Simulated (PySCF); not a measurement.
Compound: C7H11O (doublet state).
Z-matrix (Å and degrees, GFN2-xTB geometry), rows numbered from 1:
```
C 
C   1  1.4748
C   2  1.5336  1  112.04
C   3  1.5302  2  110.48  1   -65.81
C   4  1.5100  3  111.04  2   -55.58
O   5  1.2054  4  123.19  3  -127.65
C   5  1.5100  4  113.60  3    52.95
C   7  1.5303  5  111.04  4   -52.97
H   1  1.0724  2  120.53  3   -32.72
H   1  1.0724  2  120.46  3   156.13
H   2  1.1068  1  108.79  3   118.29
H   3  1.0920  2  109.51  1   173.62
H   3  1.0916  2  110.01  1    55.17
H   4  1.0910  3  110.87  2  -177.50
H   4  1.0932  3  108.78  2    62.88
H   7  1.0932  5  107.77  4    66.07
H   7  1.0910  5  109.49  4  -175.71
H   8  1.0916  2  110.01  1   -55.14
H   8  1.0919  2  109.53  1  -173.59
```

The hyperfine couplings belong to this conformer and change with its torsions.

As a line formula: `C1([CH2])CCC(=O)CC1` [radical].

Method: UKS B3LYP, pcH-1 on C H O, non-relativistic, mean-field spin-orbit, GIAO in PySCF 2.14.0. Geometry: GFN2-xTB, one conformer, isolated molecule. A GFN2-xTB geometry isn't a minimum of the functional, and hyperfine couplings can be far from their values at a DFT geometry. The SCF solution wasn't tested for stability.

Problem. Predict the first-order ENDOR lines of H11, H9/H10, H12/H19, H13/H18, H15/H16 and H14/H17 under fast tumbling at B = 1218.1 mT (Q band).

Solution. ν± = |νn ± a/2|, one line for each electron-spin manifold; νn = |g_N| × 7.62259 MHz/T × B.

```
 nuclei  isotope     g_N  νn (MHz)  a_iso (MHz)  lower line (MHz)  upper line (MHz)
    H11       1H  5.5857     51.86       153.32             24.79            128.52
 H9/H10       1H  5.5857     51.86       -61.69             21.02             82.71
H12/H19       1H  5.5857     51.86        -2.41             50.66             53.07
H13/H18       1H  5.5857     51.86        -1.93             50.90             52.83
H15/H16       1H  5.5857     51.86         1.63             51.05             52.68
H14/H17       1H  5.5857     51.86        -0.56             51.58             52.15
```

Problem. Which pairs are centred on the nuclear Larmor frequency, and which on half the coupling?

Solution. Centred on νn, since |a| < 2νn: H9/H10, H12/H19, H13/H18, H15/H16 and H14/H17. Centred on |a|/2 and split by 2νn: H11.

Problem. At what field would the lower line of H9/H10 fall to zero frequency?

Solution. Where νn = |a|/2, that is B = 30.85 MHz/(5.5857 × 7.62259 MHz/T) = 724 mT, as far as first order holds there.

The run took 74 s of wall time (with the writing of density and orbital grids) on Arm Neoverse V2, one thread (shared host), and the process peaked at 1.1 GiB of memory.
